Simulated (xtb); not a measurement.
Job for xtb: GFN2-xTB on CH5BOSe (SMILES COB[SeH]), a point of a torsion scan.

```
$ xtb mol.xyz --gfn 2 --opt vtight --chrg 0 --uhf 0 --input xcontrol
9

C     -1.08347744    -0.64858540    -0.07902999
O     -0.25594517     0.00666027    -0.98581397
B      0.50402917     1.08706897    -0.34221308
Se     2.31454288     1.48748954    -1.14592495
H     -0.64520086    -1.61477643     0.27275238
H     -2.03286550    -0.93344685    -0.57867332
H     -1.24943962    -0.04260353     0.84179440
H      0.30359500     1.22599479     0.82364671
H      2.08163093     1.76420679    -2.64671971
$constrain
  force constant=1.0
  dihedral: 1,2,3,4,150.0
$end
```

The log:

```
[...]
           -------------------------------------------------
          |                Calculation Setup                |
           -------------------------------------------------



           -------------------------------------------------
          |                 G F N 2 - x T B                 |
           -------------------------------------------------

        Reference                      10.1021/acs.jctc.8b01176
      * Hamiltonian:
        H0-scaling (s, p, d)           1.850000    2.230000    2.230000
        zeta-weighting                 0.500000
      * Dispersion:
        s8                             2.700000
        a1                             0.520000
        a2                             5.000000
        s9                             5.000000
      * Repulsion:
        kExp                           1.500000    1.000000
        rExp                           1.000000
      * Coulomb:
        alpha                          2.000000
        third order                    shell-resolved
        anisotropic                    true
        a3                             3.000000
        a5                             4.000000
        cn-shift                       1.200000
        cn-exp                         4.000000
        max-rad                        5.000000


          ...................................................
          :                      SETUP                      :
          :.................................................:
          :  # basis functions                  27          :
          :  # atomic orbitals                  26          :
          :  # shells                           14          :
          :  # electrons                        24          :
          :  max. iterations                   250          :
          :  Hamiltonian                  GFN2-xTB          :
          :  restarted?                      false          :
          :  GBSA solvation                  false          :
          :  PC potential                    false          :
          :  electronic temp.          300.0000000     K    :
          :  accuracy                    1.0000000          :
          :  -> integral cutoff          0.2500000E+02      :
          :  -> integral neglect         0.1000000E-07      :
          :  -> SCF convergence          0.1000000E-05 Eh   :
          :  -> wf. convergence          0.1000000E-03 e    :
          :  Broyden damping             0.4000000          :
          :  net charge                          0          :
          :  unpaired electrons                  0          :
          ...................................................

 iter      E             dE          RMSdq      gap      omega  full diag
   1    -12.9761779 -0.129762E+02  0.887E+00    4.46       0.0  T
   2    -13.0940257 -0.117848E+00  0.718E+00    1.67       1.0  T
   3    -13.2201714 -0.126146E+00  0.403E+00    3.32       1.0  T
   4    -13.2220054 -0.183405E-02  0.266E+00    2.33       1.0  T
   5    -13.2521426 -0.301371E-01  0.487E-01    2.90       1.0  T
   6    -13.2526003 -0.457765E-03  0.197E-01    2.85       1.0  T
   7    -13.2526699 -0.695493E-04  0.617E-02    2.82       1.0  T
   8    -13.2526559  0.139979E-04  0.607E-02    2.81       1.0  T
   9    -13.2526710 -0.151004E-04  0.108E-02    2.83       3.1  T
  10    -13.2526707  0.261992E-06  0.126E-02    2.82       2.7  T
  11    -13.2526715 -0.814708E-06  0.110E-03    2.83      30.4  T
  12    -13.2526716 -0.193493E-08  0.604E-04    2.83      55.2  T
  13    -13.2526716 -0.106613E-08  0.465E-04    2.83      71.6  T

   *** convergence criteria satisfied after 13 iterations ***

         #    Occupation            Energy/Eh            Energy/eV
      -------------------------------------------------------------
         1        2.0000           -0.7387653             -20.1028
       ...           ...                  ...                  ...
         6        2.0000           -0.5494348             -14.9509
         7        2.0000           -0.5013872             -13.6434
         8        2.0000           -0.4699335             -12.7875
         9        2.0000           -0.4640833             -12.6283
        10        2.0000           -0.4490372             -12.2189
        11        2.0000           -0.4270942             -11.6218
        12        2.0000           -0.3802992             -10.3485 (HOMO)
        13                         -0.2764629              -7.5229 (LUMO)
        14                         -0.1942420              -5.2856
        15                         -0.1192533              -3.2450
        16                         -0.0135348              -0.3683
        17                         -0.0009116              -0.0248
       ...                                ...                  ...
        26                          0.7597006              20.6725
      -------------------------------------------------------------
                  HL-Ga
[...]

 molecular gradient             ...        0 min,  0.002 sec ( 42.022%)
 printout                       ...        0 min,  0.000 sec (  2.671%)

         :::::::::::::::::::::::::::::::::::::::::::::::::::::
         ::                     SUMMARY                     ::
         :::::::::::::::::::::::::::::::::::::::::::::::::::::
         :: total energy             -13.214271614796 Eh    ::
         :: gradient norm              0.000071208230 Eh/a0 ::
         :: HOMO-LUMO gap              4.377279784477 eV    ::
         ::.................................................::
         :: SCC energy               -13.313850802311 Eh    ::
         :: -> isotropic ES            0.043519453229 Eh    ::
         :: -> anisotropic ES         -0.001366866799 Eh    ::
         :: -> anisotropic XC          0.001002311799 Eh    ::
         :: -> dispersion             -0.004204695927 Eh    ::
         :: repulsion energy           0.099468321862 Eh    ::
         :: add. restraining           0.000110865653 Eh    ::
         :: total charge              -0.000000000000 e     ::
         :::::::::::::::::::::::::::::::::::::::::::::::::::::

           -------------------------------------------------
          |                Property Printout                |
           -------------------------------------------------

    * Orbital Energies and Occupations

         #    Occupation            Energy/Eh            Energy/eV
      -------------------------------------------------------------
         1        2.0000           -0.7362889             -20.0354
         2        2.0000           -0.7204582             -19.6047
         3        2.0000           -0.6530366             -17.7700
         4        2.0000           -0.5861515             -15.9500
         5        2.0000           -0.5639582             -15.3461
         6        2.0000           -0.5625700             -15.3083
         7        2.0000           -0.5063355             -13.7781
         8        2.0000           -0.4727523             -12.8642
         9        2.0000           -0.4710047             -12.8167
        10        2.0000           -0.4535869             -12.3427
        11        2.0000           -0.4161996             -11.3254
        12        2.0000           -0.3822758             -10.4023 (HOMO)
        13                         -0.2214137              -6.0250 (LUMO)
        14                         -0.1847742              -5.0280
        15                         -0.0624111              -1.6983
        16                         -0.0068392              -0.1861
        17                          0.0161155               0.4385
        18                          0.0902193               2.4550
        19                          0.1037749               2.8239
        20                          0.1198613               3.2616
        21                          0.1707093               4.6452
        22                          0.1817344               4.9452
        23                          0.3110853               8.4651
       ...                                ...                  ...
        26                          0.9936574              27.0388
      -------------------------------------------------------------
                  HL-Gap            0.1608621 Eh            4.3773 eV
             Fermi-level           -0.3018447 Eh           -8.2136 eV

     #   Z          covCN         q      C6AA      α(0)
     1   6 C        3.638     0.035    20.348     6.489
     2   8 O        1.653    -0.308    19.155     5.908
     3   5 B        2.640     0.383    16.220     6.795
     4  34 Se       1.841    -0.318   246.620    27.365
     5   1 H        0.924     0.058     2.218     2.329
     6   1 H        0.924     0.061     2.185     2.311
     7   1 H        0.924     0.042     2.425     2.435
     8   1 H        0.937    -0.117     6.192     3.891
     9   1 H        0.925     0.164     1.301     1.783

 Mol. C6AA /au·bohr⁶  :       1340.773864
 Mol. C8AA /au·bohr⁸  :      52580.722619
 Mol. α(0) /au        :         59.307126


Wiberg/Mayer (AO) data.
largest (>0.10) Wiberg bond orders for each atom

 ---------------------------------------------------------------------------
     #   Z sym  total        # sym  WBO       # sym  WBO       # sym  WBO
 ---------------------------------------------------------------------------
     1   6 C    3.939 --     7 H    0.980     6 H    0.979     5 H    0.974
                             2 O    0.968
     2   8 O    2.349 --     3 B    1.296     1 C    0.968
     3   5 B    3.378 --     2 O    1.296     4 Se   1.075     8 H    0.961
     4  34 Se   2.108 --     3 B    1.075     9 H    0.955
     5   1 H    0.997 --     1 C    0.974
     6   1 H    0.996 --     1 C    0.979
     7   1 H    0.998 --     1 C    0.980
     8   1 H    0.986 --     3 B    0.961
     9   1 H    0.973 --     4 Se   0.955
 ---------------------------------------------------------------------------

Topologies differ in total number of bonds
Writing topology from bond orders to xtbtopo.mol

molecular dipole:
                 x           y           z       tot (Debye)
 q only:       -0.721      -0.736       0.037
   full:       -1.310      -1.008       0.356       4.298
molecular quadrupole (traceless):
                xx          xy          yy          xz          yz          zz
 q only:       -1.526      -2.581      -0.904       0.057       0.699       2.430
  q+dip:       -4.522      -7.582      -0.321       4.109       3.798       4.842
   full:       -4.260      -7.168      -0.151       3.566       3.358       4.411

           -------------------------------------------------
          |                Geometry Summary                 |
           -------------------------------------------------

      molecular mass/u    :      122.8202612
   center of mass at/Å    :        1.2442572       1.2167656      -0.9139467
  moments of inertia/u·Å² :        0.1627838E+02   0.2882822E+03   0.2979083E+03
rotational constants/cm⁻¹ :        0.1035584E+01   0.5847614E-01   0.5658664E-01

 * 8 selected distances

     #   Z          #   Z                                           value/Å
     1   6 C        2   8 O                                       1.4056783
     2   8 O        3   5 B                                       1.3269882
     3   5 B        4  34 Se                                      1.9250257 (max)
     1   6 C        5   1 H                                       1.0920818
     1   6 C        6   1 H                                       1.0916174 (min)
     1   6 C        7   1 H                                       1.0933458
     3   5 B        8   1 H                                       1.1763950
     4  34 Se       9   1 H                                       1.4359897

 * 6 distinct bonds (by element types)

   Z      Z             #   av. dist./Å        max./Å        min./Å
   1 H    5 B           1     1.1763950     1.1763950     1.1763950
   1 H    6 C           3     1.0923483     1.0933458     1.0916174
   5 B    8 O           1     1.3269882     1.3269882     1.3269882
   6 C    8 O           1     1.4056783     1.4056783     1.4056783
Note: The following floating-point exceptions are signalling: IEEE_UNDERFLOW_FLAG IEEE_DENORMAL
normal termination of xtb
   1 H   34 Se          1     1.4359897     1.4359897     1.4359897
   5 B   34 Se          1     1.9250257     1.9250257     1.9250257


optimized geometry written to: xtbopt.xyz


           -------------------------------------------------
          | TOTAL ENERGY              -13.214271614796 Eh   |
          | GRADIENT NORM               0.000071208230 Eh/α |
          | HOMO-LUMO GAP               4.377279784477 eV   |
           -------------------------------------------------

------------------------------------------------------------------------
------------------------------------------------------------------------
 total:
 SCF:
 ANC optimizer:
```

The run finished.

Warnings raised: the energy holds the restraint's term.

Cost: very roughly 0.20 core-seconds.
